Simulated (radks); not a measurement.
The numbers below are computed, except where a source is named.
Task: These are the eigenvalues of the occupied orbitals of an atom or ion with whole-number occupations (hartree). Level of theory: Dirac Kohn-Sham, PBE, spin-unpolarised, spherical densities, finite nucleus; Fermi nuclear charge, rms radius of each element as measured or else 0.836 A^(1/3) + 0.57 fm (a radial shooting solver on a logarithmic mesh with Libxc functionals).

1s1/2: -2705.658
2s1/2: -531.5156
2p1/2: -512.2307
2p3/2: -459.1672
3s1/2: -178.1099
3p1/2: -169.6574
3p3/2: -157.6966
3d3/2: -143.7931
3d5/2: -141.1609
4s1/2: -85.14765
4p1/2: -81.52136

Which element is it, and in what charge state? The configuration may be excited. Open shells, if any, fill j = l - 1/2 first.

Result: Z = 75, rhenium, charge +43: Re43+ in [Ar] 3d10 4s2 4p2. The list shows which subshells hold electrons but not how many an open one holds; the 1s level, -2705.7 hartree, gives Z - s = 73.6 by -(Z - s)^2/2, which with screening and relativity narrows Z to a few neighbours, and the depths of the outer levels then fix element, charge and occupations together.
